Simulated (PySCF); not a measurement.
Q: Give a PBE0-D3(BJ)/def2-SVP geometry of InChI=1S/CH6Ge2O/c2-1(3)4/h2-3H3.

A: 
```
atom  x, y, z in Å
O1     0.220    2.250   -0.204
C2     0.162    1.048   -0.200
Ge3   -1.607    0.114   -0.484
Ge4    1.840   -0.045    0.086
H5    -2.714    1.159   -0.680
H6    -1.489   -0.799   -1.719
H7    -1.898   -0.769    0.745
H8     2.107   -0.873   -1.185
H9     1.609   -1.017    1.260
H10    3.014    0.898    0.378
```

Orientation and origin are arbitrary. Atoms count from 1 in this order. Ge3 (germanium bonded to C and 3 H) is tetrahedral (angles from 108.3° to 110.9°). The 4 heavy atoms lie in one plane (0.001 Å rms).

Bonds between heavy atoms (Å): O1=C2 1.203, C2–Ge3 2.021, C2–Ge4 2.022.

Computed, not measured: PBE0-D3(BJ)/def2-SVP geometry optimisation, gas phase (PySCF 2.14.0).

Point group: near C2v, missed by 0.16 Å at most; the miss may be what the optimiser left on a soft mode. Stationary, but not proved a minimum.
